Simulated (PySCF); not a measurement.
SiEt3I, C6H15ISi.
Bonds: Si1–C2, Si1–C9, Si1–C16, Si1–I23, C2–C3, C9–C10, C16–C17. Hydrogens: H4, H5 on C2; H6, H7, H8 on C3; H11, H12 on C9; H13, H14, H15 on C10; H18, H19 on C16; H20, H21, H22 on C17.

Level of theory: PBE0-D3(BJ)/def2-SVP geometry optimisation, gas phase, def2 core potentials past Kr (PySCF).

Task: List the bond lengths, angles and torsions at this level.

Result: 
| bond | length (Å) |
| --- | --- |
| Si1–C2, Si1–C9, Si1–C16 | 1.881 |
| Si1–I23 | 2.489 |
| C2–C3, C9–C10, C16–C17 | 1.525 |
| C2–H4 and 5 like bonds | 1.105 |
| C3–H6 and 8 like bonds | 1.101 |

Bonds in one row agree within 0.01 Å and their mean is given. A selection of angles:
| angle | degrees |
| --- | --- |
| C2–Si1–C9 | 111.7 |
| C2–Si1–I23 | 107.2 |
| Si1–C2–C3 | 115.6 |

Torsions: C9–Si1–C2–C3 180° (antiperiplanar); C2–Si1–C9–C10 54° (synclinal); C2–Si1–C16–C17 180° (antiperiplanar). The mirror-image conformer, all signs reversed, is as good.

All 3 C–C bonds measure 1.525 Å. All 3 C–Si bonds measure 1.881 to 1.882 Å. Of the pairs four or more bonds apart, H8···I23 is among the closest relative to their van der Waals radii: 3.34 Å, 105 % of the sum of Bondi's values. Si1 (silicon bonded to 3 C and I) is tetrahedral (angles from 107.2° to 111.7°).

Point group: C3 (every atom within 0.08 Å of its image). Not checked by PBE0-D3(BJ)/def2-SVP frequencies. One conformer, not necessarily the lowest.
